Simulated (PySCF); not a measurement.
## One molecule, many functionals

C2H10SSi3.
Geometry (PBE0-D3(BJ)/def2-SVP, Å), atoms numbered from 1 in this order:
```xyz
16
C2H10SSi3 angstrom
C      2.8376   -0.8987   -0.0088
C      1.5065   -0.3705    0.4058
S      0.8527   -0.6634    1.8707
Si     0.4932    0.7308   -0.7787
Si    -1.7569    0.1245   -0.5633
Si    -2.5324    0.3850    1.6387
H      3.4984   -0.0662   -0.3078
H      3.3143   -1.4822    0.7914
H      2.7241   -1.5282   -0.9089
H      1.0078    0.5951   -2.1815
H      0.7087    2.1503   -0.3537
H     -2.5647    0.9788   -1.4942
H     -1.9029   -1.2996   -1.0064
H     -4.0080    0.6510    1.5887
H     -1.8722    1.5552    2.2910
H     -2.3127   -0.8519    2.4430
```

Linear-response calculations in the def2-SVPD basis (PySCF; singlets by full response, triplets Tamm–Dancoff, core orbitals frozen in the response; HF means time-dependent Hartree–Fock). 'Strongest' is the level of largest summed f among the singlets computed (10 roots, of which the last may lack a degenerate partner); it can jump between rows when another state enters that window. S1 is the lowest singlet of each run and needn't be the same state throughout; f(S1) is that of one state. Geometry: PBE0-D3(BJ)/def2-SVP, one conformer, isolated molecule.

| functional | kind | S1 (eV) | f(S1) | strongest (eV) | T1 (eV) | HOMO (eV) | gap (eV) | ionisation energy, ΔSCF (eV) |
| --- | --- | --- | --- | --- | --- | --- | --- | --- |
| LDA | LDA | 2.04 | 0.000 | 3.39 | 1.63 | -5.49 | 1.80 | 8.29 |
| PBE | GGA | 2.07 | 0.000 | 4.40 | 1.59 | -5.39 | 1.85 | 8.15 |
| B3LYP | global hybrid, 20% exact exchange | 2.17 | 0.000 | 5.47 | 1.69 | -6.32 | 3.51 | 8.35 |
| PBE0 | global hybrid, 25% exact exchange | 2.19 | 0.000 | 5.19 | 1.66 | -6.55 | 3.89 | 8.33 |
| BHandHLYP | global hybrid, 50% exact exchange | 2.32 | 0.000 | 5.62 | 1.82 | -7.59 | 6.01 | 8.31 |
| CAM-B3LYP | range-separated hybrid | 2.20 | 0.000 | 5.53 | 1.71 | -7.83 | 6.35 | 8.43 |
| wB97X-D | range-separated hybrid | 2.18 | 0.000 | 5.53 | 1.73 | -8.35 | 7.46 | 8.45 |
| HF | Hartree–Fock | 2.61 | 0.000 | 5.47 | 2.03 | -9.23 | 10.19 | not settled |

What does LC-wPBE (range-separated hybrid) give?

S1 (eV) 2.18, f(S1) 0.000, strongest (eV) 7.27, T1 (eV) 1.65, HOMO (eV) -9.18, gap (eV) 8.73, ionisation energy, ΔSCF (eV) 8.52. S1 runs from 2.04 eV (LDA) to 2.61 eV (HF), a spread of 0.57 eV, while the orbital gap spreads over 8.4 eV. Along PBE (0%), B3LYP (20%), PBE0 (25%), BHandHLYP (50%), HF (100%) S1 rises with the share of exact exchange. −ε(HOMO) comes closest to its own ΔSCF ionisation energy with wB97X-D (-0.10 eV) and misses most with LDA (-2.80 eV). 'Not settled' means that the ion's SCF failed to converge or may have ended in another state than the lowest.
